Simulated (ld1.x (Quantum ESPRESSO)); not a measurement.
**Configuration tests for Fe (Z = 26) (PAW)**

| Quantity | Value |
| --- | --- |
| Element | iron |
| Generator | ld1.x (Quantum ESPRESSO) 7.5 |
| Type | PAW |
| Functional | LDA (PZ) |
| Relativity | non-relativistic |
| Frozen core | [Ar] |
| Valence charge | 8 |
| Reference configuration | 3d6 4s1.75 4p0.25 |
| Partial waves | 4s (bound): rcut 2.10, rcutus 2.65 bohr; 4s channel at 0.85 Ry: rcut 2.10, rcutus 2.65 bohr; 4p (bound): rcut 2.00, rcutus 2.35 bohr; 4p channel at 4.25 Ry: rcut 2.00, rcutus 2.35 bohr; 3d (bound): rcut 1.20, rcutus 1.55 bohr; 3d channel at 0.9 Ry: rcut 1.20, rcutus 1.55 bohr |
| Local potential | all-electron potential smoothed inside 1.85 bohr (lloc = -1) |
| Core correction | a·sin(br)/r model core inside 0.82 bohr |
| Augmentation charge | BESSEL, radius 1.35 bohr |

Energies are relative to the spin-unpolarised reference configuration 3d6 4s1.75 4p0.25; without spin polarisation the order of configurations can differ from experiment. Spin-polarised rows fill each open shell by Hund’s rule, majority spin first.

(1) Give the all-electron excitation energy and the error of the potential for: 3d6 4s2 4p0; 3d6 4s1 4p0; 3d6 4s0 4p0; 3d6 4s0 4p2; 3d7 4s0 4p0; 3d6.5 4s1.5 4p0; 3d7 4s1 4p0; 3d6 4s1.75 4p0.25 (spin-polarised); 3d6 4s2 4p0 (spin-polarised).

Levels in the configuration 3d6.5 4s1.5 4p0:

```json
{"level": "3d", "all-electron (eV)": "-5.923", "pseudo (eV)": "-5.865"}
{"level": "4s", "all-electron (eV)": "-4.844", "pseudo (eV)": "-4.849"}
```

Results:

(1)

```json
{"valence configuration": "3d6 4s2 4p0", "charge": "0", "ΔE all-electron (eV)": "-0.989", "error AE − PS (meV)": "+0.1"}
{"valence configuration": "3d6 4s1 4p0", "charge": "+1", "ΔE all-electron (eV)": "7.859", "error AE − PS (meV)": "+1.1"}
{"valence configuration": "3d6 4s0 4p0", "charge": "+2", "ΔE all-electron (eV)": "24.134", "error AE − PS (meV)": "+6.0"}
{"valence configuration": "3d6 4s0 4p2", "charge": "0", "ΔE all-electron (eV)": "7.351", "error AE − PS (meV)": "+4.4"}
{"valence configuration": "3d7 4s0 4p0", "charge": "+1", "ΔE all-electron (eV)": "5.402", "error AE − PS (meV)": "-83"}
{"valence configuration": "3d6.5 4s1.5 4p0", "charge": "0", "ΔE all-electron (eV)": "-1.904", "error AE − PS (meV)": "-18"}
{"valence configuration": "3d7 4s1 4p0", "charge": "0", "ΔE all-electron (eV)": "-2.118", "error AE − PS (meV)": "-58"}
{"valence configuration": "3d6 4s1.75 4p0.25 (spin-polarised)", "charge": "0", "ΔE all-electron (eV)": "-3.580", "error AE − PS (meV)": "-16"}
{"valence configuration": "3d6 4s2 4p0 (spin-polarised)", "charge": "0", "ΔE all-electron (eV)": "-4.402", "error AE − PS (meV)": "-17"}
```
